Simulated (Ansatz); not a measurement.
B₃F₃, relaxed as a quintet with UKS PBE0-D4/def2-SVP in Ansatz, starting from the PBE0-D4/def2-SVP geometry of the neutral singlet. Force threshold 0.02 eV/Å.

At PBE0-D4/def2-SVP a singlet of charge 0 lies 3.45 eV below the quintet, each at its own geometry. The structure comes from a short search, and lower isomers may exist.

Start:

```
atom   x (Å)   y (Å)   z (Å)
  B1   0.763   0.588  -0.505
  B2  -0.621  -0.878   0.156
  B3  -0.271   0.556   0.667
  F4   1.514   0.354  -1.520
  F5  -0.672   1.383   1.658
  F6  -0.712  -2.003  -0.457
```

```tsv
step	energy (eV)	largest force component (eV/Å)	SCF passes
1	-10155.7456	4.069	17
2	-10155.9949	2.074	27
3	-10156.2551	2.027	33
4	-10156.6906	2.598	30
5	-10157.3947	3.192	29
6	-10157.9278	2.730	30
7	-10158.1979	1.470	25
8 (rejected)	-10158.1434	3.003	30
9	-10158.3340	0.255	24
10	-10158.3470	0.163	25
11	-10158.3497	0.088	25
12	-10158.3502	0.028	26
13	-10158.3503	0.008	15
```

Force components are those of the run's own axes.

End:

Cartesian coordinates in Å:
```
B 0.687 0.269 -0.571
B -0.062 -1.173 0.242
B -0.272 0.578 0.679
F 1.543 0.637 -1.487
F -0.793 1.389 1.561
F -1.103 -1.701 -0.425
```

By distances, no bond broke or formed. The bond that changes most is B1–B2, from 2.12 to 1.82 Å (atoms count from 1).

No frequencies were taken in this run, so the end may be a saddle point.

Run time 15 s (4 threads of Intel Xeon Platinum 8259CL on a shared host).
